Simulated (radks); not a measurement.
Values are calculated unless marked as measured or tabulated.
Coulomb parameter of the 4f shell of the ytterbium ion Yb3+ in the model configuration [Xe] 4f12 6s1, as a second difference U = [E(n + 0.5) + E(n - 0.5) - 2 E(n)] / (0.5)^2 with all orbitals relaxed. "Bare": the charge of the atom changes with n. "Screened": the 6s shell takes up the change at fixed total charge, which measures U(4f,4f) + U(6s,6s) - 2 U(4f,6s). Code: a radial shooting solver on a logarithmic mesh with Libxc functionals. Model: Dirac Kohn-Sham, PBE, spin-unpolarised, spherical densities, point nucleus; open shells are shared between the two j in proportion to 2j + 1.

\begin{tabular}{lrr}
case & configuration & E - E(n) (eV) \\ \hline
start & [Xe] 4f12 6s1 & 0.000 \\
bare +0.5 & [Xe] 4f12.5 6s1 & -20.775 \\
bare -0.5 & [Xe] 4f11.5 6s1 & 26.114 \\
screened +0.5 & [Xe] 4f12.5 6s0.5 & -8.915 \\
screened -0.5 & [Xe] 4f11.5 6s1.5 & 11.191 \\
\end{tabular}

U(bare) = 21.357 eV, U(screened by 6s) = 9.103 eV.
